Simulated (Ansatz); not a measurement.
`N[BH][GeH3]` + `[AlH3]` → `[AlH2][BH][GeH3]` + NH₃  (formal exchange of groups at a B–N bond)

Program: Ansatz. Geometries: PBE0-D4/def2-TZVP. ΔE: electronic, gas phase. CCSD(T)/CBS is the MP2 limit (def2-TZVPP, def2-QZVPP) plus CCSD(T) − MP2 in def2-TZVPP, frozen cores. This one scheme is used for every species. DFT in def2-TZVPP. HSE06 is defined as in plane-wave codes. For Ge outer-core shells are correlated without core-valence functions, which leaves a few kJ/mol of doubt a bond. Scalar relativity is left out up to krypton. One conformer a species, not always the lowest.

`N[BH][GeH3]`:

Cartesian coordinates in Å:
```
N 0.855 0.662 -1.250
B -0.359 0.282 -0.706
Ge -0.439 -0.579 1.168
H 1.738 0.544 -0.780
H 0.940 1.085 -2.160
H -1.350 0.468 -1.353
H -1.290 0.251 2.149
H 0.966 -0.723 1.800
H -1.062 -1.989 1.132
```

`[AlH3]`:

Cartesian coordinates in Å:
```
Al 0.000 0.000 0.000
H -1.320 0.741 -0.473
H 0.689 -1.072 -0.944
H 0.631 0.331 1.417
```

`[AlH2][BH][GeH3]`:

Cartesian coordinates in Å:
```
Al -0.339 -1.497 1.407
B 0.574 -0.550 -0.234
Ge 0.007 1.296 -0.959
H 0.144 -1.196 2.895
H -1.573 -2.480 1.184
H 1.502 -1.022 -0.832
H 1.122 2.301 -0.594
H -1.308 1.848 -0.372
H -0.129 1.300 -2.495
```

NH₃:

```xyz
4

N    -0.081    0.009    0.270
H     0.215    0.918   -0.064
H     0.696   -0.626    0.133
H    -0.829   -0.301   -0.338
```

```json
{"level": "r2SCAN-D4", "ΔE (kJ/mol)": "165.4"}
{"level": "HSE06-D4", "ΔE (kJ/mol)": "162.0"}
{"level": "BHLYP-D4", "ΔE (kJ/mol)": "170.1"}
{"level": "ωB97X-V", "ΔE (kJ/mol)": "167.5"}
{"level": "CCSD(T)/def2-SVP", "ΔE (kJ/mol)": "186.2"}
{"level": "SCS-MP2/def2-TZVPP", "ΔE (kJ/mol)": "172.4"}
{"level": "CCSD(T)/def2-TZVPP", "ΔE (kJ/mol)": "165.2"}
{"level": "CCSD/CBS(def2)", "ΔE (kJ/mol)": "161.8"}
```

**Question.** What does CCSD(T)/CBS give? (Estimate.)

**Answer.** Computed: +163.0 kJ/mol. The listed levels differ from it by 2.4, -1.0, 7.1, 4.5, 23.2, 9.4, 2.2, -1.2 kJ/mol.

Largest T1 diagnostic among the species: 0.013.

From BLYP to BHLYP (50 % exact exchange), in def2-TZVPP and without D4, ΔE moves by +3.4 kJ/mol. At CCSD(T), def2-SVP lies +23.2 kJ/mol from the extrapolated value and def2-TZVPP +2.2 kJ/mol. Leaving LDA and LC-ωPBE aside and taking each functional with its dispersion term where it has one, the values, not all of them listed here, spread over 16.1 kJ/mol, from revPBE-D4 to CAM-B3LYP-D4. LDA lies +14.7 kJ/mol from PBE without D4.
